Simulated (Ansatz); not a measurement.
A structure drawn as `FC1O[SiH2]S[SiH2]1`, with this starting geometry:

```xyz
11

F     0.4157    1.9510   -0.6333
C    -0.4666    0.8927   -0.5925
O     0.0653   -0.1610   -1.4225
Si    0.9977   -1.1537   -0.6088
S     0.0766   -1.5881    1.2955
Si   -0.7937    0.3717    1.1796
H    -1.3773    1.3120   -1.0622
H     1.0803   -2.4578   -1.3572
H     2.4006   -0.6393   -0.4047
H    -0.1606    1.2568    2.1763
H    -2.2379    0.2156    1.4298
```

The species carries charge 0 and has multiplicity 1.

Does it keep its bonds when Ansatz relaxes it at PBE-D4/def2-SVP and then PBE0-D4/def2-TZVP?

Yes, every drawn bond is still there and no new one forms.

Give the relaxed structure. (Best estimate.)

The calculation gave: 
Z-matrix (Å, degrees):
```
C
O 1 1.383
Si 1 1.926 2 109.1
F 1 1.387 2 109.4 3 119.3
H 1 1.094 2 107.8 3 -125.1
Si 2 1.661 1 120.8 3 -37.5
S 3 2.134 1 101.8 2 30.1
H 3 1.485 1 109.7 2 -88.5
H 3 1.481 1 112.4 2 148.8
H 6 1.479 2 107.0 1 145.2
H 6 1.480 2 111.6 1 -94.0
```
No frequency check was run.

Atoms count as bonded under 1.1 times the sum of their covalent radii (H–H under 0.85 Å, pairs among N, O and F under 1.55 Å), and a drawn bond as lost past 1.3 times.
